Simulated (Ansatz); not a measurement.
```csv
atom,x (Å),y (Å),z (Å)
Cr,0.0000,0.0000,0.0000
Mn,0.0000,1.9440,3.0240
Mn,0.0000,-1.9440,3.0240
```

Basis set: pcseg-2. Charge 0. Computed with Ansatz (development build ahead of 0.2.0); the lowest solution found for each multiplicity.

How do the multiplicities compare at this shape? Give, from the lowest of each method, PBE0 (unrestricted) for 5, 7.

```json
{"method": "PBE0, unrestricted", "multiplicity": "5", "E (eV)": "0.001", "<S²>": "11.97"}
{"method": "PBE0, unrestricted", "multiplicity": "7", "E (eV)": "0.000", "<S²>": "17.02"}
```

Caution for PBE0, unrestricted: the unrestricted determinant is a mixture of spin states.
